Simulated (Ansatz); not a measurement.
The cluster B₈⁺, relaxed as a doublet with UKS PBE-D4/def2-SVP in Ansatz, starting from the GFN1-xTB geometry. Force threshold 0.02 eV/Å.

The relaxation made no stability test and no search for a lower SCF solution. The structure comes from a short search, and lower isomers may exist.

Start:

```
atom   x (Å)   y (Å)   z (Å)
  B1   1.341   0.676   1.338
  B2   1.490  -0.564  -1.157
  B3  -1.493   0.554   1.166
  B4   2.026   0.073   0.119
  B5  -0.116   0.853   1.752
  B6  -2.022  -0.068  -0.121
  B7  -1.342  -0.662  -1.348
  B8   0.116  -0.862  -1.749
```

Q: Estimate the energy that the relaxation releases and the steps that it takes.

A: 80.6 kcal/mol, in 14 steps; 15 s on 4 threads of Intel Xeon Platinum 8488C on a shared host. No frequencies were taken in this run, so the end may be a saddle point.

Q: Does the start keep its bonding and symmetry?

A: Bonds formed: B1–B2, B2–B5, B3–B7, B3–B8, B5–B8 (atoms count from 1). The end is the same structure that another start reached. Point group C2h at the start, C2h at the end, both within 0.05 Å.

Q: Predict the relaxed structure.

A: 
```tsv
atom	x (Å)	y (Å)	z (Å)
B1	1.7105	0.6049	1.2098
B2	1.4053	-0.1725	-0.3704
B3	-1.4053	0.1723	0.3703
B4	2.8284	0.1439	0.2549
B5	0.1870	0.3746	0.7613
B6	-2.8284	-0.1436	-0.2549
B7	-1.7106	-0.6047	-1.2097
B8	-0.1869	-0.3749	-0.7613
```
Bond lengths: 13 × B–B 1.54 to 1.79 Å.
